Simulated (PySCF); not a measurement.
Input of a run (PBE0-D3(BJ)/def2-SVP geometry optimisation, gas phase (PySCF 2.14.0)), started from GFN2-xTB:
```
{"job": {"xc": "PBE0", "basis": "def2-SVP", "d3": "d3bj", "grid": 1, "shake": 0.01, "kind": "geom"}, "charge": 0, "multiplicity": 1}
N      1.734790     0.282260    -0.734440
Si     0.741990    -0.180730     0.619510
B     -1.162910    -0.127500     0.054350
O     -1.708320    -1.271850    -0.325800
O     -1.934990     0.983590     0.025510
H      1.526240    -0.122860    -1.631350
H      2.721590     0.377300    -0.610250
H      1.203670    -1.451040     1.210660
H      1.118270     0.852020     1.643480
H     -2.665440    -1.181180    -0.567310
H     -1.536770     1.814160     0.299970
```

Output (energies in Eh, forces in Eh/bohr):
```
step   0  E = -522.62407439  max force = 0.034581
step   1  E = -522.62857665  max force = 0.010533
step   2  E = -522.62923530  max force = 0.003910
step   3  E = -522.62935147  max force = 0.001201
step   4  E = -522.62938381  max force = 0.001443
step   5  E = -522.62940837  max force = 0.001352
step   6  E = -522.62942777  max force = 0.000777
step   7  E = -522.62944863  max force = 0.000770
step   8  E = -522.62945302  max force = 0.002764
step   9  E = -522.62950717  max force = 0.002555
step  10  E = -522.62959737  max force = 0.000780
step  11  E = -522.62964708  max force = 0.000612
step  12  E = -522.62968270  max force = 0.000470
step  13  E = -522.62996496  max force = 0.002668
step  14  E = -522.63019326  max force = 0.006328
step  15  E = -522.63072618  max force = 0.008976
step  16  E = -522.63168953  max force = 0.007038
step  17  E = -522.63366648  max force = 0.005696
step  18  E = -522.63416448  max force = 0.003794
step  19  E = -522.63435699  max force = 0.004719
step  20  E = -522.63508623  max force = 0.003707
step  21  E = -522.63528563  max force = 0.001384
step  22  E = -522.63524847  max force = 0.002349
step  23  E = -522.63539261  max force = 0.000628
step  24  E = -522.63549170  max force = 0.000734
step  25  E = -522.63555612  max force = 0.000552
step  26  E = -522.63557748  max force = 0.000493
step  27  E = -522.63558179  max force = 0.000222
optimisation converged
```

Q: Summarise the run.

A: The energy falls by 0.313 eV over 28 energy and gradient evaluations, the largest force component goes from 0.0346 to 2.2e-04 Eh/bohr, and the atoms move by 0.846 Å rms after alignment. The bond that changes most is Si2–B3 (SiH2 silicon to three-coordinate boron), which lengthens by 0.042 Å. Bonds longer at the end by more than 0.005 Å: 7 of 10; shorter: 1. Among the angles that change most is Si2–B3–O5, from 125.1° to 111.9°. Among the dihedrals that turn most is H8–Si2–B3–O4, from -29° to 44°. The energy rose by more than 1e-6 Eh at step 22. The first step brought 39 % of the lowering.

Q: What are the final bond lengths?

A: N1–Si2 1.777 Å, Si2–B3 2.029 Å, B3–O4 1.355 Å, B3–O5 1.358 Å, N1–H6 1.018 Å, N1–H7 1.017 Å, Si2–H8 1.501 Å, Si2–H9 1.498 Å, O4–H10 0.966 Å, O5–H11 0.977 Å. Numbering counts from 1 in the input's order; the species is `N[SiH2]B(O)O`.

The run used 104 basis functions and 191 SCF cycles in all.

No frequency check. The numbers are those of one conformer.
